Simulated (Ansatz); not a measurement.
Calculated with Ansatz (gas phase, PBE0-D4/def2-TZVP geometries, no zero-point term in ΔE). CCSD(T)/CBS is the MP2 limit (def2-TZVPP, def2-QZVPP) plus CCSD(T) − MP2 in def2-TZVPP, frozen cores. Functionals use def2-TZVPP. B3LYP here is the variant with VWN-RPA as its local correlation; programs differ in this. def2 core potentials past Kr. For I, In outer-core shells are correlated without core-valence functions, which leaves a few kJ/mol of doubt a bond.

Reaction (redistribution): `[Cl][In]([Cl])[I]` + `F[Si](F)(F)F` → `[F][In]([Cl])[Cl]` + `F[Si](F)(F)I`

```
             level  ΔE (kJ/mol)  difference from CCSD(T)/CBS
         revPBE-D4        145.6                        -31.5
         r2SCAN-D4        168.6                         -8.5
        r2SCANh-D4        173.4                         -3.7
        r2SCAN0-D4        179.9                          2.8
           ωB97X-V        163.0                        -14.1
           ωB97M-V        168.0                         -9.1
              PBE0        168.3                         -8.8
             B3LYP        170.8                         -6.3
           r2SCAN0        180.0                          2.9
             BHLYP        185.2                          8.1
         CAM-B3LYP        170.8                         -6.3
  CCSD(T)/def2-SVP        173.5                         -3.6
    MP2/def2-TZVPP        182.9                          5.8
SCS-MP2/def2-TZVPP        180.9                          3.8
CCSD(T)/def2-TZVPP        179.6                          2.5
      HF/CBS(def2)        199.3                         22.2
       CCSD(T)/CBS        177.1                            0
```

Largest T1 diagnostic among the species: 0.014.

From BLYP to BHLYP (50 % exact exchange), in def2-TZVPP and without D4, ΔE moves by +27.1 kJ/mol. In def2-TZVPP, CCSD(T) changes the Hartree–Fock value by −20.5 kJ/mol (the triples alone add −4.2 kJ/mol) and MP2 by −17.1 kJ/mol. Leaving LDA and LC-ωPBE aside and taking each functional with its dispersion term where it has one, the values, not all of them listed here, spread over 38.8 kJ/mol, from revPBE-D4 to BHLYP-D4. LDA lies +11.9 kJ/mol from PBE without D4.
